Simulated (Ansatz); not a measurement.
Calculated with Ansatz (gas phase, PBE0-D4/def2-TZVP geometries, no zero-point term in ΔE). CBS: MP2 limit from def2 TZ/QZ plus the TZ coupled-cluster correction, frozen cores. This one scheme is used for every species. Functionals use def2-TZVPP. B3LYP here is the variant with VWN-RPA as its local correlation; programs differ in this. Each species was taken in one conformer, which may not be the lowest.

Consider the hydrogenolysis of the Si–Si bond: `O[SiH](O)[SiH](Cl)Cl` + H₂ → `O[SiH2]O` + `Cl[SiH2]Cl`.

Q: Is it downhill or uphill in electronic energy at CCSD(T)/CBS, and by how much? (Estimate.)

A: The calculation gave: Downhill: ΔE = -28.1 kJ/mol.

Q: What do these levels give: PBE-D4, PBE0-D4, ωB97X-V, B2PLYP, r2SCAN, B3LYP, MP2/def2-TZVPP, MP2/def2-QZVPP, SCS-MP2/def2-QZVPP, HF/CBS(def2), MP2/CBS(def2), CCSD/CBS(def2)? (Estimate.)

A: Ansatz gave: PBE-D4 -7.9, PBE0-D4 -16.9, ωB97X-V -27.5, B2PLYP -36.7, r2SCAN -23.1, B3LYP -38.8, MP2/def2-TZVPP -31.9, MP2/def2-QZVPP -29.8, SCS-MP2/def2-QZVPP -37.2, HF/CBS(def2) -64.9, MP2/CBS(def2) -27.6, CCSD/CBS(def2) -34.4 kJ/mol.

Largest T1 diagnostic among the species: 0.011.

The D4 term adds +17.6 kJ/mol with B3LYP and +10.0 kJ/mol with PBE0; it sums over pairs of atoms, weighted by their polarisabilities, and B3LYP, whose exchange is more repulsive, gets the larger term. In def2-TZVPP, CCSD(T) changes the Hartree–Fock value by +31.3 kJ/mol (the triples alone add +6.4 kJ/mol) and MP2 by +31.8 kJ/mol.
